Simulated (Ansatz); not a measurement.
Reactions of C4H6O (`C=C=COC`).

Gas-phase electronic energies from Ansatz, PBE0-D4/def2-TZVP geometries. CCSD(T)/CBS is the MP2 limit (def2-TZVPP, def2-QZVPP) plus CCSD(T) − MP2 in def2-TZVPP, frozen cores. This one scheme is used for every species. One conformer a species, not always the lowest.

Task: Order these by ΔE at CCSD(T)/CBS, lowest first. (Best estimate.)
A. `C=C=COC` → `C=C/C=C\O`
B. `C=C=COC` + `C[SiH2]SS` → `C[SiH2]SSC` + `C=C=CO`
C. `C=C=COC` + HCl → `C=C=CCl` + CH₃OH
D. `C=C=COC` → `C=CCC=O`
E. `C=C=COC` + `F[Si](S)(Cl)Cl` → `CS[Si](F)(Cl)Cl` + `C=C=CO`
F. `C=C=COC` + H–F → `C=C=CF` + CH₃OH

Result: D (-128.7 kJ/mol), A (-116.9 kJ/mol), B (-44.2 kJ/mol), E (-31.5 kJ/mol), C (+7.7 kJ/mol), F (+40.8 kJ/mol).

Largest T1 diagnostic: 0.013, for `C=CCC=O`.
